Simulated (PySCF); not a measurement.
All values below come from TPSSh-D3(BJ)/def2-TZVP // BP86-D3(BJ)/def2-SVP (PySCF 2.14.0). Gas-phase values, no solvent. 

Reference species: [Hf(Cl)3] (neutral, multiplicity 2).

```json
{
  "highest_occupied_spin_orbital": "-5.63 eV",
  "coordination_number": "3",
  "spin population on the central atom (Mulliken)": "1.07",
  "mean_distance_from_the_central_atom_to_its_bonded_neighbours": "2.343 Å"
}
```

Changed species: [Zr(Cl)3] (M = Zr, multiplicity 2; the reference has M = Hf, multiplicity 2).

### Question
Give the shifts of the highest occupied spin orbital, coordination number, spin population on the central atom (Mulliken) and mean distance from the central atom to its bonded neighbours.

### Answer
the highest occupied spin orbital drops by 0.04 eV, to -5.67 eV; the coordination number hardly moves; the spin population on the central atom (Mulliken) stays essentially unchanged; the mean distance from the central atom to its bonded neighbours falls by 0.004 Å, to 2.339 Å.
